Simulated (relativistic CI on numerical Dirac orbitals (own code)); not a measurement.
## Hyperfine structure of Kr XVI, mass number 83

Computed by Dirac-Coulomb-Breit CI, separate exchange-only KLI orbitals for each configuration, model QED (radiative potential, 1s self-energy scaled to tabulated hydrogen-like ionisation energies), unscaled Slater integrals (own radial code, finite nucleus).

Configuration list (outside the closed core [Ne]): 3s2.3p6.3d3, 3s2.3p5.3d4, 3s.3p6.3d4, 3s2.3p6.3d2.4s, 3s2.3p6.3d2.4p, 3s2.3p6.3d2.4d, 3s2.3p6.3d2.4f, 3s2.3p5.3d3.4s, 3s2.3p6.3d.4s.4p, 3s2.3p5.3d3.4p, 3s2.3p6.3d2.5s, 3p6.3d5, 3p5.3d6, 3s2.3p6.3d.4s2, 3s2.3p6.4s2.4p, 3s2.3p6.4s2.4d, 3s2.3p6.4s2.4f, 3s2.3p6.3d.4p2, 3s2.3p6.4s.4p2, 3s2.3p6.4p3, 3s2.3p6.4p2.4d, 3s2.3p6.4p2.4f. Double excitations out of closed p, d and f shells are left out; levels of such configurations are missing from the list, as are those of other unlisted configurations, and high levels can miss mixing partners. These lack a partner that the ground configuration has and come out too high: 3s2.3p5.3d3.4s, 3s2.3p5.3d3.4p.

Nuclear spin I = 9/2, μ = -0.97073 μN, Q = 0.259 b (tables of Stone and Pyykkö). The electronic factors are computed for point nuclear moments, without core polarisation or the Bohr-Weisskopf and QED corrections.

| Level | E (eV) | A (MHz) | B (MHz) |
| --- | --- | --- | --- |
| 3s2.3p6.3d3 4F_3/2 | 0.0000 | -1233 | -349 |
| 3s2.3p6.3d3 4F_5/2 | 0.7125 | -749.9 | -334 |
| 3s2.3p6.3d3 4F_7/2 | 1.5275 | -620.4 | -435 |
| 3s2.3p6.3d3 4F_9/2 | 2.3646 | -608.2 | -601 |
| 3s2.3p6.3d3 4P_3/2 | 5.7228 | -645.3 | -695 |
| 3s2.3p6.3d3 4P_1/2 | 5.8445 | 638.1 |  |
| 3s2.3p6.3d3 2G_7/2 | 6.6358 | -895.9 | 533 |
| 3s2.3p6.3d3 4P_5/2 | 6.9511 | -258.6 | 893 |

Levels with J = 0, under 50 % of one LS term, or S terms without an open s electron are left out. Small factors come from cancelling terms and can be off by tens of per cent or more.

At this charge energies of transitions that change n are usually good to better than 1 %, and those within a shell (Δn = 0) to a few per cent. Terms inside the open d or f shell come out 10 to 20 % too wide with unscaled integrals.

Task: Give the hyperfine levels of 3s2.3p6.3d3 4F_3/2 relative to its centre of gravity.

Result: With K = F(F + 1) − I(I + 1) − J(J + 1), E = AK/2 + B[¾K(K + 1) − I(I + 1)J(J + 1)]/[2I(2I − 1)J(2J − 1)]: F = 3: 10010, F = 4: 5313, F = 5: -779.4, F = 6: -8410 MHz.

LS names give the leading component of a level, which can be under half, so a name can repeat, a term be missing and a line seem to break the LS rules.
